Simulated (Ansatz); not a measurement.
Gas-phase electronic energies from Ansatz, PBE0-D4/def2-TZVP geometries. CCSD(T)/CBS adds triple-zeta CCSD(T) − MP2 to the extrapolated MP2 energy (def2 sets, frozen cores). This one scheme is used for every species. Functionals use def2-TZVPP. One conformer a species, not always the lowest.

`C[SiH2]N[SiH3]` + HCl → `[SiH3]N[SiH2]Cl` + CH₄  (ligand exchange at the Si–C bond)

```tsv
species	PBE-QIDH energy (Eh)
`C[SiH2]N[SiH3]`	-676.82605
HCl	-460.58322
`[SiH3]N[SiH2]Cl`	-1096.98184
CH₄	-40.47140
```

(1) Work out ΔE.

Largest T1 diagnostic among the species: 0.010.

Results:

(1) ΔE = (-1096.98184) + (-40.47140) − (-676.82605) − (-460.58322) = -0.04397 Eh = -115.4 kJ/mol. CCSD(T)/CBS gives -114.2 kJ/mol.

In def2-TZVPP, CCSD(T) changes the Hartree–Fock value by +12.0 kJ/mol (the triples alone add +0.2 kJ/mol) and MP2 by +6.7 kJ/mol. Leaving LDA and LC-ωPBE aside and taking each functional with its dispersion term where it has one, the values, not all of them listed here, spread over 8.1 kJ/mol, from BHLYP-D4 to revPBE-D4. LDA lies +5.4 kJ/mol from PBE without D4.
